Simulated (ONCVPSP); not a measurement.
**Varying the ONCV potential for Cd**

Base potential:

| Item | Value |
| --- | --- |
| Element | Cd (Z = 48) |
| Generator | ONCVPSP 4.0.1 |
| Type | optimised norm-conserving Vanderbilt (ONCV) |
| Functional | PBE |
| Relativity | scalar-relativistic |
| Frozen core | [Ar] 3d10 |
| Valence charge | 20 |
| Reference configuration | 4s2 4p6 4d10 5s2 |
| Partial waves | 4s+5s: rc 1.70 bohr, ncon 4, nbas 7, qcut 7.7 1/bohr, 2 projectors; 4p: rc 1.00 bohr, ncon 3, nbas 7, qcut 7.4 1/bohr, 2 projectors, debl 2 Ha; 4d: rc 1.85 bohr, ncon 3, nbas 8, qcut 8.2 1/bohr, 2 projectors, debl 0.6 Ha |
| Local potential | polynomial inside 0.70 bohr (lpopt 5, dvloc0 2 Ha) |
| Core correction | Teter function fitted to the true core (icmod 2), fcfact 0.65 |

In the p channel the program set the typed energies aside and used -2.461, 0.250 Ha.

All-electron outer shells of the reference configuration (PBE, scalar-relativistic, ld1.x):

```json
{"shell": "3d", "level (eV)": "-393.64", "outermost node (bohr)": "–", "outermost maximum (bohr)": "0.27"}
{"shell": "4s", "level (eV)": "-105.92", "outermost node (bohr)": "0.43", "outermost maximum (bohr)": "0.79"}
{"shell": "4p", "level (eV)": "-66.97", "outermost node (bohr)": "0.43", "outermost maximum (bohr)": "0.84"}
{"shell": "4d", "level (eV)": "-11.73", "outermost node (bohr)": "0.42", "outermost maximum (bohr)": "0.98"}
{"shell": "5s", "level (eV)": "-5.66", "outermost node (bohr)": "1.07", "outermost maximum (bohr)": "2.35"}
```

Cutoffs, loose and tight: the cutoffs (Ha) at which the residual kinetic energy of the hardest occupied pseudo-wave falls to 1 and 0.1 mHa per electron. They do not see the model core or the augmentation charge, which bear on the density cutoff. Test errors are all-electron minus pseudo excitation energies from the reference, over the configurations 4s2 4p6 4d10 5s1; 4s2 4p6 4d10 5s0; 4s2 4p6 4d9 5s0; 4s2 4p6 4d9 5s2. A dash means not determined; rows that change the core or the reference have their own tests.

A true bound ghost makes a file unfit for plane-wave use even where its test errors are small: the radial tests pick states by their node count and pass the ghost by.

| change | outcome | cutoff, loose | cutoff, tight | bound ghosts | GHOST(+) flags above zero | largest test error (meV) |
| --- | --- | --- | --- | --- | --- | --- |
| base | generated, projector energies reset by the program | 144 Ha | 232 Ha | s | none | +14 |
| d: qcut 4.7 | generated, projector energies reset by the program | – | – | s, d | none | +98 |
| d: qcut 5.9 | generated, projector energies reset by the program | 144 Ha | 232 Ha | s | none | +56 |
| d: qcut 6.6 | generated, projector energies reset by the program | 144 Ha | 232 Ha | s | d | +38 |
| d: qcut 8.6 | generated, projector energies reset by the program | 144 Ha | 232 Ha | s | none | +10 |
| d: qcut 9.4 | generated, projector energies reset by the program | 144 Ha | 232 Ha | s | none | -9.9 |
| d: qcut 10.7 | generated, projector energies reset by the program | 144 Ha | 232 Ha | s | none | -11 |
| d: qcut 11.4 | generated, projector energies reset by the program | 144 Ha | 232 Ha | s | none | -11 |
| d: qcut 12.2 | generated, projector energies reset by the program | 144 Ha | 232 Ha | s | d | -12 |

Task: What comes out with this change to the base: d: qcut 7.8?

Result: outcome: generated, projector energies reset by the program; cutoff, loose: 144 Ha; cutoff, tight: 232 Ha; bound ghosts: s; GHOST(+) flags above zero: none; largest test error (meV): +19.

Reading the sweep of the qcut of the d channel (base included, trends over the rows without a ghost): Bound ghosts are found at 4.7, 5.9, 6.6, 7.8, 8.2, 8.6, 9.4, 10.7, 11.4, 12.2 1/bohr. Every judged row has one, so this setting neither creates nor removes them.
